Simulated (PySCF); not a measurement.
## How methods differ on the interval between two levels of Mn

Mn [Ar] 3d5 4s2 [6S5/2, M_J = 5/2] → Mn [Ar] 3d5 4s1 4p1 [8P9/2, M_J = 9/2], as a difference of total energies. Calculation: PySCF 2.14, in x2c-SVPall-2c with one added diffuse shell each of s, d type (6s5p4d1f, 48 functions); the two-component X2C-1e Hamiltonian. Correlated levels: [Ne] frozen; the 6 highest virtual spinors dropped. "Screened" scales the spin-orbit matrix elements by Boettger's factors to mimic the two-electron term; Breit and QED terms are absent.

```json
{"method": "GHF (spin-free)", "interval between two levels (cm⁻¹)": "17326"}
{"method": "GMP2 (spin-free)", "interval between two levels (cm⁻¹)": "21885"}
{"method": "GHF (screened spin-orbit)", "interval between two levels (cm⁻¹)": "17558"}
{"method": "GMP2 (screened spin-orbit)", "interval between two levels (cm⁻¹)": "22121"}
```

Errors of the correlated levels include the incompleteness of this basis and the frozen core.

The labels give the starting determinants; with spin-orbit coupling the two ends relaxed to ⟨J²⟩ = 8.77, ⟨L²⟩ = 0.00, ⟨S²⟩ = 8.77 and ⟨J²⟩ = 24.76, ⟨L²⟩ = 2.01, ⟨S²⟩ = 15.75.

For comparison: 18705 cm⁻¹ (measured; NIST Handbook of Basic Atomic Spectroscopic Data (Sansonetti and Martin, J. Phys. Chem. Ref. Data 34, 1559 (2005))).
